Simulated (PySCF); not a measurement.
LaI at ωB97M-V

Level: ωB97M-V. La def2-TZVPP with ECP46, I def2-TZVPP with ECP28; scalar-relativistic core potentials (PySCF 2.14).

| Item | Value |
| --- | --- |
| state | triplet, about 0.1 electrons in the 4f shell (Mulliken) |
| bond length | 297.2 pm |
| harmonic wavenumber | 171 cm⁻¹ |
| force constant | 1.14 mdyn/Å |
| rotational constant Be | 0.02878 cm⁻¹ |
| anharmonicity ωexe | 0.292 cm⁻¹ |
| vibration–rotation constant αe | 6.86e-05 cm⁻¹ |
| well depth De to La (5d1 6s2) + I | 3.76 eV |
| dissociation energy D0 | 3.75 eV |
| bond order (Mayer) | 1.12 |
| dipole moment (positive dipole means La(−)I(+)) | -5.74 D |

Spin–orbit coupling is left out, which matters for elements this heavy, above all for dissociation energies. With d or f electrons several states lie close, and the lowest PBE0 determinant need not be the measured ground state.
